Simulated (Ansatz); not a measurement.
Molecule: GeH₂ (charge 0, triplet). This is an excited triplet: at this geometry the singlet lies 0.53 eV lower at CCSD(T)/CBS(aug-cc-pVTZ,aug-cc-pVQZ). 
Structure (B3LYP-D3(BJ)/def2-TZVP (Ansatz, a program for electronic structure) minimum search):
```
Ge
H 1 1.5473
H 1 1.5473 2 119.66
```
Charge 0, spin multiplicity 3.

Basis-set convergence of Hartree-Fock and MP2 correlation energies (hartree) with Ansatz. Cores are frozen in the correlated levels unless marked. Open shells are spin-unrestricted. No spin-orbit coupling. Frozen are the shells of the preceding noble gas and the d and f shells that filled before the atom's block. Non-relativistic.

```tsv
basis	functions	E(HF)	E(corr, MP2)
cc-pVDZ	37	-2076.42889	-0.06942
cc-pVTZ	71	-2076.50151	-0.08626
cc-pVQZ	128	-2076.50492	-0.09205
cc-pV5Z	214	-2076.50529	-0.09448
```

Extrapolating the two largest sets (X = 4 and 5) as X^-3: E(corr) = (125·(-0.09448) - 64·(-0.09205))/61 = -0.0970 Eh, an estimate of the basis-set limit. The largest set recovers 97.4 % of it, the smallest 71.5 %.
